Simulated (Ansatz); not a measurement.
Born–Oppenheimer molecular dynamics of BClH4OSi (8 atoms, charge 0, multiplicity 1). It starts from a relaxed structure.

Level of theory: Ansatz 0.2.0, RKS LDA/def2-SVP.

```yaml
ensemble: NVT, Langevin thermostat
time_step: 1 fs
steps_asked: 150
set_temperature: 500 K
friction: 0.01 /fs
seed: 631013
```

First frame:

```xyz
8
Properties=species:S:1:pos:R:3
O -1.572 0.988 -0.013
B -0.414 0.552 0.509
Si 0.768 -0.646 -0.594
Cl 1.357 -2.192 0.668
H -2.085 1.557 0.594
H -0.077 0.871 1.646
H 2.015 0.064 -1.064
H 0.100 -1.252 -1.802
```

Problem. How far do the bonds stretch over the last three quarters of this one trajectory? (Pairs bonded in most of those frames.)

Solution. 
| bond | mean (Å) | spread (Å) | shortest | longest |
| --- | --- | --- | --- | --- |
| O1–B2 | 1.353 | 0.044 | 1.26 | 1.42 |
| O1–H5 | 0.981 | 0.013 | 0.95 | 1.01 |
| B2–Si3 | 2.019 | 0.051 | 1.93 | 2.11 |
| B2–H6 | 1.228 | 0.030 | 1.17 | 1.29 |
| Si3–Cl4 | 2.075 | 0.036 | 2.00 | 2.16 |
| Si3–H7 | 1.521 | 0.040 | 1.44 | 1.59 |
| Si3–H8 | 1.509 | 0.028 | 1.46 | 1.58 |

Mean temperature of the second half: 418 K. The mean temperature of the second half is 16 % below the set value. A run of 0.15 ps of so small a system gives no equilibrium averages.

Run time: 2.8 min on 1 thread of Arm Neoverse V1, on a shared host, peak memory 0.099 GiB.
